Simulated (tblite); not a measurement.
A geometry optimisation, step by step.

Species: C4H6F2SeSi.
Atom-mapped SMILES: `[F:1]/[CH:2]=[C:3]1\[CH2:4][C@@H:5]([SiH2:6][F:7])[Se:8]1` (hydrogens: H9 on C2; H10, H11 on C4; H12 on C5; H13, H14 on Si6)

Computed with GFN2-xTB (tblite), gas phase: L-BFGS steps from a force-field or distance-geometry start until the largest atomic force falls under 0.01 eV/Å. 12 of its 88 geometries are shown.

Step 0: E = -706.3760 eV, largest atomic force 2.604 eV/Å
```
atom  x, y, z in Å  |  force x, y, z in eV/Å
F1     -3.102   -0.362    1.148   -0.465  -0.005  -0.633
C2     -2.657   -0.603   -0.115    2.267  -0.174   0.148
C3     -1.323   -0.665   -0.260   -1.377  -2.007   0.452
C4     -0.150   -0.499    0.648   -1.423   0.230   1.808
C5      0.406    0.428   -0.384    1.990   0.744   0.164
Si6     2.223    0.763   -0.189    1.517   1.065   1.135
F7      2.467    1.140    1.446   -0.241  -0.474  -1.822
Se8    -0.055   -0.949   -1.668   -1.119   0.346  -2.326
H9     -3.321   -0.758   -0.940   -0.582   0.192   0.270
H10     0.424   -1.476    0.720   -0.553   1.239   0.324
H11    -0.378   -0.052    1.628    0.232  -0.286  -0.012
H12    -0.116    1.397   -0.507   -0.274  -0.749  -0.056
H13     2.491    1.978   -0.974    0.123  -0.131   0.270
H14     3.092   -0.342   -0.576   -0.095   0.010   0.279
```

Step 8: E = -707.4085 eV, largest atomic force 0.347 eV/Å
```
atom  x, y, z in Å  |  force x, y, z in eV/Å
F1     -3.165   -0.361    1.071   -0.089  -0.111   0.176
C2     -2.618   -0.671   -0.122   -0.094   0.040   0.074
C3     -1.315   -0.849   -0.231   -0.119   0.050  -0.035
C4     -0.192   -0.494    0.688    0.068  -0.035  -0.141
C5      0.481    0.388   -0.379    0.040   0.138   0.190
Si6     2.318    0.808   -0.211    0.225  -0.038  -0.232
F7      2.506    1.121    1.361    0.047  -0.003  -0.161
Se8    -0.254   -0.767   -1.838   -0.076  -0.162  -0.188
H9     -3.371   -0.747   -0.891    0.111  -0.119  -0.093
H10     0.431   -1.374    0.865   -0.028   0.007   0.100
H11    -0.433   -0.034    1.648   -0.099   0.085  -0.168
H12    -0.110    1.297   -0.513    0.006   0.186   0.160
H13     2.579    2.048   -0.955    0.058  -0.267   0.214
H14     3.142   -0.365   -0.513   -0.052   0.229   0.104
```

Step 16: E = -707.4691 eV, largest atomic force 0.223 eV/Å
```
atom  x, y, z in Å  |  force x, y, z in eV/Å
F1     -3.208   -0.447    1.095    0.016  -0.094   0.034
C2     -2.635   -0.691   -0.101   -0.078  -0.127  -0.046
C3     -1.332   -0.843   -0.235   -0.053   0.093  -0.020
C4     -0.206   -0.478    0.668    0.064   0.050   0.014
C5      0.478    0.400   -0.394    0.090   0.089   0.183
Si6     2.337    0.780   -0.246    0.129  -0.004  -0.061
F7      2.550    1.125    1.312   -0.019  -0.021   0.048
Se8    -0.319   -0.726   -1.869    0.021   0.097  -0.008
H9     -3.352   -0.799   -0.896   -0.138  -0.047  -0.052
H10     0.404   -1.348    0.912    0.018  -0.034   0.012
H11    -0.493    0.024    1.589    0.005   0.085   0.071
H12    -0.081    1.341   -0.439    0.038   0.013  -0.130
H13     2.657    2.030   -0.928   -0.011  -0.134  -0.024
H14     3.200   -0.366   -0.490   -0.081   0.034  -0.022
```

Step 24: E = -707.5674 eV, largest atomic force 0.330 eV/Å
```
atom  x, y, z in Å  |  force x, y, z in eV/Å
F1     -3.274   -0.836    1.123    0.120  -0.018  -0.031
C2     -2.700   -0.853   -0.101    0.027   0.055  -0.036
C3     -1.399   -0.685   -0.266    0.049  -0.010   0.092
C4     -0.278   -0.337    0.667   -0.001   0.000   0.102
C5      0.529    0.486   -0.343   -0.082  -0.027  -0.318
Si6     2.417    0.710   -0.254    0.101   0.060   0.046
F7      2.637    1.100    1.296    0.054  -0.056  -0.012
Se8    -0.369   -0.493   -1.875   -0.028   0.077  -0.005
H9     -3.430   -0.994   -0.884    0.071  -0.080  -0.034
H10     0.259   -1.237    0.970    0.032  -0.065  -0.007
H11    -0.560    0.205    1.565   -0.097   0.065   0.113
H12     0.073    1.478   -0.410    0.006   0.114   0.025
H13     2.826    1.897   -0.997   -0.075  -0.062   0.002
H14     3.268   -0.442   -0.514   -0.179  -0.052   0.063
```

Step 32: E = -707.6211 eV, largest atomic force 0.336 eV/Å
```
atom  x, y, z in Å  |  force x, y, z in eV/Å
F1     -3.212   -1.090    1.122   -0.031   0.044  -0.040
C2     -2.678   -0.939   -0.110    0.155  -0.145   0.042
C3     -1.410   -0.593   -0.268   -0.216  -0.050  -0.014
C4     -0.308   -0.214    0.671   -0.119  -0.061   0.024
C5      0.527    0.588   -0.336   -0.092   0.003  -0.239
Si6     2.423    0.662   -0.249    0.110  -0.047  -0.026
F7      2.743    1.029    1.290   -0.032   0.022  -0.081
Se8    -0.463   -0.289   -1.891    0.286   0.168   0.051
H9     -3.368   -1.189   -0.904    0.029   0.065   0.065
H10     0.195   -1.127    1.000    0.130   0.084   0.027
H11    -0.626    0.338    1.555    0.014   0.051   0.026
H12     0.179    1.623   -0.383   -0.180   0.014   0.102
H13     2.876    1.791   -1.058    0.011  -0.092   0.084
H14     3.122   -0.592   -0.461   -0.064  -0.057  -0.021
```

Step 40: E = -707.6781 eV, largest atomic force 0.184 eV/Å
```
atom  x, y, z in Å  |  force x, y, z in eV/Å
F1     -3.091   -1.335    1.098    0.074  -0.011  -0.031
C2     -2.584   -1.091   -0.130    0.031   0.070   0.000
C3     -1.401   -0.518   -0.288   -0.077  -0.120  -0.029
C4     -0.342   -0.063    0.668   -0.134  -0.109   0.064
C5      0.493    0.755   -0.321   -0.082  -0.004  -0.003
Si6     2.378    0.563   -0.259    0.077   0.086  -0.010
F7      2.840    0.946    1.237   -0.065   0.012   0.039
Se8    -0.496   -0.023   -1.902    0.004   0.006   0.119
H9     -3.256   -1.400   -0.918    0.055   0.054   0.000
H10     0.205   -0.931    1.044    0.035  -0.014   0.047
H11    -0.701    0.499    1.531   -0.062   0.018  -0.010
H12     0.197    1.805   -0.285    0.017   0.052  -0.015
H13     2.938    1.607   -1.096    0.153  -0.035  -0.096
H14     2.819   -0.813   -0.401   -0.028  -0.005  -0.076
```

Step 47: E = -707.7031 eV, largest atomic force 0.106 eV/Å
```
atom  x, y, z in Å  |  force x, y, z in eV/Å
F1     -3.027   -1.431    1.086   -0.015  -0.004  -0.017
C2     -2.558   -1.127   -0.144    0.106  -0.005   0.002
C3     -1.386   -0.529   -0.291    0.018   0.054  -0.030
C4     -0.362   -0.030    0.683   -0.037  -0.017   0.039
C5      0.476    0.813   -0.295    0.004  -0.028  -0.020
Si6     2.363    0.558   -0.276    0.017  -0.059   0.041
F7      2.826    0.932    1.223   -0.026  -0.005  -0.034
Se8    -0.503    0.056   -1.884   -0.050  -0.001   0.006
H9     -3.227   -1.441   -0.933    0.079   0.053   0.042
H10     0.211   -0.861    1.103   -0.019  -0.005   0.004
H11    -0.773    0.539    1.519   -0.034  -0.007  -0.016
H12     0.204    1.870   -0.238    0.008  -0.034   0.000
H13     3.051    1.500   -1.143   -0.023  -0.010  -0.016
H14     2.704   -0.850   -0.433   -0.026   0.066  -0.001
```

Step 55: E = -707.7092 eV, largest atomic force 0.075 eV/Å
```
atom  x, y, z in Å  |  force x, y, z in eV/Å
F1     -2.966   -1.532    1.068    0.049   0.004   0.018
C2     -2.504   -1.175   -0.150   -0.061   0.008  -0.017
C3     -1.380   -0.494   -0.289    0.038   0.004  -0.013
C4     -0.378    0.022    0.695   -0.028   0.011   0.009
C5      0.472    0.859   -0.279   -0.013  -0.007  -0.034
Si6     2.345    0.525   -0.280   -0.007  -0.013   0.027
F7      2.840    0.901    1.208   -0.016  -0.010  -0.047
Se8    -0.537    0.154   -1.876   -0.012  -0.008   0.027
H9     -3.159   -1.495   -0.945    0.023   0.006  -0.044
H10     0.187   -0.803    1.139   -0.020   0.065   0.032
H11    -0.824    0.602    1.506    0.036  -0.020  -0.004
H12     0.239    1.925   -0.214    0.000  -0.041   0.048
H13     3.066    1.408   -1.180   -0.012   0.013  -0.009
H14     2.597   -0.898   -0.426    0.024  -0.011   0.007
```

Step 63: E = -707.7155 eV, largest atomic force 0.051 eV/Å
```
atom  x, y, z in Å  |  force x, y, z in eV/Å
F1     -2.817   -1.724    1.023   -0.003  -0.004  -0.021
C2     -2.418   -1.250   -0.177   -0.016   0.011   0.005
C3     -1.378   -0.441   -0.282    0.002  -0.002   0.011
C4     -0.419    0.121    0.721   -0.001   0.003   0.021
C5      0.462    0.926   -0.253    0.005   0.028  -0.006
Si6     2.303    0.448   -0.303   -0.010   0.015   0.023
F7      2.860    0.842    1.158    0.001  -0.018  -0.023
Se8    -0.619    0.342   -1.846    0.028  -0.012  -0.011
H9     -3.034   -1.597   -0.994    0.012   0.005   0.030
H10     0.125   -0.668    1.246    0.000   0.000   0.008
H11    -0.901    0.742    1.479   -0.027  -0.018  -0.039
H12     0.321    2.003   -0.140    0.010  -0.003   0.022
H13     3.061    1.247   -1.248   -0.013   0.015  -0.021
H14     2.454   -0.993   -0.405    0.009  -0.019   0.002
```

Step 71: E = -707.7173 eV, largest atomic force 0.052 eV/Å
```
atom  x, y, z in Å  |  force x, y, z in eV/Å
F1     -2.755   -1.788    1.000   -0.007   0.002   0.016
C2     -2.375   -1.276   -0.190   -0.044  -0.017  -0.022
C3     -1.365   -0.429   -0.282    0.014   0.023  -0.007
C4     -0.437    0.157    0.734   -0.001  -0.002   0.010
C5      0.459    0.954   -0.232    0.012   0.009  -0.005
Si6     2.281    0.419   -0.314    0.018  -0.021   0.031
F7      2.873    0.806    1.134    0.026   0.003  -0.008
Se8    -0.629    0.404   -1.831   -0.005  -0.003   0.007
H9     -2.983   -1.626   -1.010    0.011  -0.013  -0.002
H10     0.099   -0.609    1.298   -0.001  -0.004   0.015
H11    -0.956    0.792    1.455   -0.004  -0.009  -0.010
H12     0.358    2.033   -0.100   -0.016   0.019  -0.003
H13     3.029    1.191   -1.290    0.004   0.009  -0.008
H14     2.400   -1.028   -0.397   -0.006   0.003  -0.014
```

Step 79: E = -707.7182 eV, largest atomic force 0.029 eV/Å
```
atom  x, y, z in Å  |  force x, y, z in eV/Å
F1     -2.750   -1.791    0.997   -0.004   0.006   0.008
C2     -2.371   -1.280   -0.194    0.019   0.000  -0.005
C3     -1.360   -0.432   -0.284   -0.029   0.002   0.004
C4     -0.444    0.163    0.738   -0.006   0.000   0.026
C5      0.460    0.960   -0.222    0.005   0.003   0.000
Si6     2.280    0.415   -0.311   -0.007  -0.004   0.009
F7      2.904    0.798    1.125   -0.004  -0.001  -0.016
Se8    -0.624    0.412   -1.827    0.006  -0.007  -0.006
H9     -2.974   -1.641   -1.014    0.012   0.003  -0.011
H10     0.088   -0.595    1.317   -0.003  -0.006   0.001
H11    -0.978    0.800    1.446    0.008  -0.002  -0.006
H12     0.360    2.039   -0.091    0.000  -0.006   0.002
H13     3.017    1.183   -1.299    0.010   0.015  -0.008
H14     2.390   -1.031   -0.405   -0.007  -0.004   0.001
```

Step 87: E = -707.7185 eV, largest atomic force 0.009 eV/Å
```
atom  x, y, z in Å  |  force x, y, z in eV/Å
F1     -2.737   -1.803    0.991   -0.008  -0.003   0.003
C2     -2.358   -1.288   -0.198   -0.005   0.000  -0.002
C3     -1.361   -0.424   -0.281    0.007   0.002  -0.002
C4     -0.451    0.174    0.744    0.000   0.002   0.008
C5      0.459    0.966   -0.213    0.000  -0.001  -0.002
Si6     2.275    0.407   -0.314   -0.005   0.002   0.003
F7      2.916    0.790    1.114   -0.002  -0.003  -0.005
Se8    -0.623    0.423   -1.822    0.000   0.001   0.004
H9     -2.950   -1.655   -1.022    0.003  -0.002  -0.002
H10     0.075   -0.582    1.331    0.005  -0.001  -0.001
H11    -0.988    0.816    1.445    0.002   0.002  -0.004
H12     0.367    2.046   -0.082    0.001  -0.002   0.000
H13     3.010    1.169   -1.309    0.002   0.003  -0.002
H14     2.366   -1.040   -0.406    0.000   0.000   0.002
```

Problem. Summarise the path.

Solution. The energy falls by 1.3425 eV from step 0 to step 87; nine tenths of that is first reached at step 28. It falls at every step. The largest force goes from 2.604 to 0.009 eV/Å. Among the bonds Si6–F7 changes most, from 1.696 to 1.612 Å; the atoms move by 0.957 Å rms after alignment.

The cost below is that of the whole relaxation. On an Arm Neoverse V2 with one thread, no GPU, shared host with 32 logical CPUs at a one-minute load of 8.5, this took 0.52 s wall.
